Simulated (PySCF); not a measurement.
Excitation energies in several basis sets

Compound: Br2.
Z-matrix (Å and degrees, PBE0-D3(BJ)/def2-SVP geometry), rows numbered from 1:
```
Br
Br  1  2.2988
```

TDDFT with PBE0 (PySCF), vertical singlets, core orbitals frozen in the response, spherical d and f functions. Isolated species at its PBE0-D3(BJ)/def2-SVP geometry, gas phase. Relativistic effects, spin–orbit coupling among them, are left out although an element past zinc is present.

How do the low singlets change with the basis? Take 6-31G*, def2-SVP, aug-cc-pVDZ, def2-SVPD, def2-TZVP, def2-TZVPD and aug-cc-pVTZ.

| basis | functions | diffuse | S1 (eV) | S2 (eV) | S3 (eV) | S4 (eV) | S5 (eV) | LUMO (eV) | α (au) |
| --- | --- | --- | --- | --- | --- | --- | --- | --- | --- |
| 6-31G* | 64 | no | 2.76 | 2.76 | 4.91 | 4.91 | 8.80 | -3.75 | 30.0 |
| def2-SVP | 64 | no | 2.79 | 2.79 | 4.96 | 4.96 | 8.95 | -3.58 | 29.7 |
| aug-cc-pVDZ | 72 | yes | 2.73 | 2.73 | 4.89 | 4.89 | 7.90 | -3.83 | 42.3 |
| def2-SVPD | 82 | yes | 2.72 | 2.72 | 4.89 | 4.89 | 7.65 | -3.87 | 44.7 |
| def2-TZVP | 96 | no | 2.83 | 2.83 | 5.02 | 5.02 | 8.43 | -3.62 | 37.0 |
| def2-TZVPD | 114 | yes | 2.82 | 2.82 | 5.01 | 5.01 | 7.66 | -3.68 | 45.1 |
| aug-cc-pVTZ | 118 | yes | 2.82 | 2.82 | 5.01 | 5.01 | 7.44 | -3.67 | 44.8 |

States are compared by their number. Against the largest diffuse basis here (aug-cc-pVTZ, itself not a converged limit), sets without diffuse functions differ by up to 0.06 eV in S1 and 1.51 eV in S5; the smaller diffuse sets differ by up to 0.10 and 0.46 eV. State by state, the largest deviation of a set without diffuse functions is S1 0.06, S2 0.06, S3 0.11, S4 0.11, S5 1.51 eV. The same number needn't mean the same state in each row. Against aug-cc-pVTZ the polarisability deviates by -33% in 6-31G*, -34% in def2-SVP, -6% in aug-cc-pVDZ, 0% in def2-SVPD, -17% in def2-TZVP, +1% in def2-TZVPD.
